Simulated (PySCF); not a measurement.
C9H18.
Geometry (GFN2-xTB, Å), atoms numbered from 1 in this order:
```
atom  x, y, z in Å
C1     2.5836   -1.1725    0.6731
C2     1.7726   -0.2696   -0.2554
C3     2.5008    1.0610   -0.4424
C4     0.3608   -0.0382    0.2950
C5    -0.4342   -1.3249    0.5429
C6    -1.8777   -0.8405    0.5798
C7    -1.9544    0.1634   -0.5750
C8    -3.0463    1.2066   -0.3785
C9    -0.5403    0.7752   -0.6560
H10    2.6272   -0.7458    1.6731
H11    3.6007   -1.2784    0.3022
H12    2.1424   -2.1631    0.7393
H13    1.6880   -0.7623   -1.2314
H14    3.4980    0.8950   -0.8440
H15    2.5972    1.5747    0.5120
H16    1.9620    1.7098   -1.1275
H17    0.4505    0.4974    1.2463
H18   -0.2936   -2.0144   -0.2920
H19   -0.1436   -1.8271    1.4642
H20   -2.5988   -1.6501    0.4742
H21   -2.0694   -0.3304    1.5257
H22   -2.1612   -0.3842   -1.4996
H23   -4.0192    0.7264   -0.2952
H24   -3.0759    1.8959   -1.2199
H25   -2.8673    1.7784    0.5300
H26   -0.1636    0.7178   -1.6777
H27   -0.5582    1.8263   -0.3691
```

Probes without a nucleus sit at each ring's centroid and 1 Å off its mean plane on both sides; NICS is minus the shielding there, NICSzz its component along the normal. Level: GIAO PBE0/pcSseg-1 (PySCF, non-relativistic, gas phase) on the GFN2-xTB geometry, one conformer.

Ring bond lengths (Å), with Mayer bond orders in brackets: C4–C5 1.533 (1.00), C5–C6 1.523 (1.05), C6–C7 1.532 (1.00), C7–C9 1.543 (0.99), C9–C4 1.542 (1.01).

Problem. Give the NICS values of each ring in ppm.

Solution. 
```tsv
ring	type	NICS(0)	NICS(1), two faces	NICS(1)zz, two faces	rms pucker (Å)	centre to ring atoms, mean (Å)
C4–C5–C6–C7–C9	5-membered carbocycle; formal bonds all single	-4.7	-3.7 / -3.8	-1.8 / -1.8	0.18	1.28
```

Problem. What do they say, and how far can they be read as aromaticity?

Solution. 
- C4–C5–C6–C7–C9: mean NICS(1)zz -1.8 ppm, near zero. C4, C5, C6, C7, C9 have four or more neighbours, and the NICS criterion for π rings isn't applied.

Problem. At the first NICS(1) probe listed for ring C4–C5–C6–C7–C9, 1 Å off the ring, how large is the induced field along the normal in 14.1 T applied along it?

Solution. NICSzz × B0 = -1.8 ppm × 14.1 T = -25 μT, against the applied field.

Problem. What are the shieldings of the ring atoms and their hydrogens in the same run (means over atoms taken as equivalent)?

Solution. 
| atoms | environment | σ isotropic (ppm) | principal values of the symmetric part, first atom (ppm) |
| --- | --- | --- | --- |
| C4 | sp3 CH carbon | 134.9 | 109.0, 133.0, 162.7 |
| C5 | ring CH2 carbon | 149.0 | 126.2, 156.2, 164.7 |
| C6 | ring CH2 carbon | 146.4 | 120.2, 151.7, 167.4 |
| C7 | sp3 CH carbon | 149.5 | 123.4, 160.1, 165.1 |
| C9 | ring CH2 carbon | 144.7 | 115.5, 143.4, 175.2 |
| H17 | methine hydrogen | 30.40 | 28.0, 29.8, 33.5 |
| H18 | methylene hydrogen | 30.64 | 25.8, 30.5, 35.6 |
| H19 | methylene hydrogen | 29.85 | 24.1, 29.7, 35.7 |
| H20 | methylene hydrogen | 29.85 | 25.1, 27.8, 36.6 |
| H21 | methylene hydrogen | 30.65 | 26.3, 29.8, 35.9 |
| H22 | methine hydrogen | 29.74 | 26.0, 27.9, 35.4 |
| H26 | methylene hydrogen | 30.20 | 24.9, 31.2, 34.5 |
| H27 | methylene hydrogen | 30.34 | 24.8, 31.2, 34.9 |
